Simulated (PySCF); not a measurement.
## Relaxation of singlet IF₃

Method: PySCF, PBE0, basis I def2-TZVP with ECP28, F def2-TZVP (scalar-relativistic core potentials, no spin–orbit coupling, density fitting). A (50,194) grid was used.

A hand-made T-shaped start, of C2v symmetry, held to at least that symmetry:

```xyz
4
charge 0 multiplicity 1, angstrom
I     0.0000    0.0000   -0.2177
F     0.0000    0.0000    1.7523
F     1.9688    0.0000   -0.1489
F    -1.9688    0.0000   -0.1489
```

Optimiser trace:
```
step  E − E(last) (kJ/mol)  largest gradient (Eh/bohr)
   0                 20.17                     0.04504
   1                  2.16                     0.01011
   2                  0.24                     0.00424
   3                  0.01                     0.00119
   4                  0.00                     0.00008
   5                  0.00                     0.00001
```

It ends at C2v with I–F 1.859 Å, I–F 1.934 Å (×2); F–I–F 83.7° (×2), F–I–F 167.4°. A frequency run shows a minimum.

The relaxation took about 50 core-seconds on a shared host.
